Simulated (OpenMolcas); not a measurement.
## Mo4+: moving or changing the point charges

Mo4+ among 3 point charges of -1 e arranged as a planar triangle (D3h), 1.83 Å from the ion.
```
   1.8300    0.0000    0.0000  -1.00
  -0.9150    1.5848    0.0000  -1.00
  -0.9150   -1.5848    0.0000  -1.00
```

```yaml
Program: OpenMolcas 26.06
Method: CASSCF
Basis: ANO-RCC-VDZP [6s5p3d1f]
Scalar_Hamiltonian: DKH2, point nucleus
Active_space: 2 electrons in 5 orbitals (4d)
State_averaging: 2S+1 = 3 even, 10 roots; 2S+1 = 1 even, 15 roots
Spin-orbit_coupling: state interaction with AMFI integrals over the reference wave functions
```

Runs around this geometry, states (labels of D3, the rotations of D3h). Energies in cm-1 above the lowest state or level, χT in cm3 K/mol.

```json
{"R (Å)": "1.83", "q (e)": "-0.8", "Ground state": "3A2", "First state of that spin": "3E 1552", "First gap with spin-orbit (degeneracies)": "517.9 (1, 2)", "χT at 300 K": "0.154", "First state of another spin": "1E 11784"}
{"R (Å)": "1.66", "q (e)": "-1", "Ground state": "3A2", "First state of that spin": "3E 2035", "First gap with spin-orbit (degeneracies)": "445.1 (1, 2)", "χT at 300 K": "0.198", "First state of another spin": "1E 11725"}
{"R (Å)": "1.83", "q (e)": "-1", "Ground state": "3A2", "First state of that spin": "3E 1626", "First gap with spin-orbit (degeneracies)": "509.6 (1, 2)", "χT at 300 K": "0.155", "First state of another spin": "1E 11757"}
{"R (Å)": "1.96", "q (e)": "-1", "Ground state": "3A2", "First state of that spin": "3E 1349", "First gap with spin-orbit (degeneracies)": "539.8 (1, 2)", "χT at 300 K": "0.144", "First state of another spin": "1E 11736"}
```

Taking the first state of the same spin as R^-n, n = -ln(1349 / 2035) / ln(1.96 / 1.66) = 2.5 between the shortest and longest distance.

Scaling the charges by -0.8 / -1 = 0.80 scales the first state of the same spin by 1552 / 1626 = 0.95; with fixed orbitals a first-order splitting would follow the charge.

Without dynamic correlation the repulsion within the d shell is too large (B by tens of per cent), so at a given field states of lower spin stand too high. Spin-orbit coupling mixes the spin-free states strongly: the lowest level takes only 65 % from its leading state, 3A2 (figures for R = 1.83, q = -0.8; the like holds for R = 1.83, q = -1, R = 1.96, q = -1). This is an electrostatic model: the charges have no orbitals. No measured value stands beside these numbers.
